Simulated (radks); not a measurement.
Excited configurations of Au I: one electron is placed in a higher orbital outside [Xe] 4f14 5d10. The ground configuration is [Xe] 4f14 5d10 6s1. Method: scalar-relativistic Kohn-Sham, PBE, spin-polarised, spherical densities, finite nucleus; open shells are filled with parallel spins first (spin-orbit coupling, left out, can overturn this in heavy ions); Fermi nuclear charge, rms radius 5.4371 fm; computed with a radial shooting solver on a logarithmic mesh with Libxc functionals. Excitation = E - E(ground); binding = E(ion) - E, where the ion is the core of charge +1; n* = 1/sqrt(2 binding) in atomic units, and the quantum defect is n - n*.

[
 {"outer orbital": "6p", "excitation (eV)": "5.277", "binding (eV)": "4.302", "n*": "1.778", "eigenvalue (eV)": "-2.031"},
 {"outer orbital": "6d", "excitation (eV)": "7.927", "binding (eV)": "1.652", "n*": "2.869", "eigenvalue (eV)": "-0.803"},
 {"outer orbital": "7s", "excitation (eV)": "6.826", "binding (eV)": "2.754", "n*": "2.223", "eigenvalue (eV)": "-1.692"},
 {"outer orbital": "7p", "excitation (eV)": "7.680", "binding (eV)": "1.899", "n*": "2.677", "eigenvalue (eV)": "-1.124"},
 {"outer orbital": "7d", "excitation (eV)": "8.543", "binding (eV)": "1.037", "n*": "3.623", "eigenvalue (eV)": "-0.603"}
]

The Delta-SCF ionisation energy is 9.580 eV (NIST Atomic Spectra Database: 9.226 eV, measured). Self-interaction in the functional shifts the binding energies and quantum defects, so they are the method's values and not measured ones.
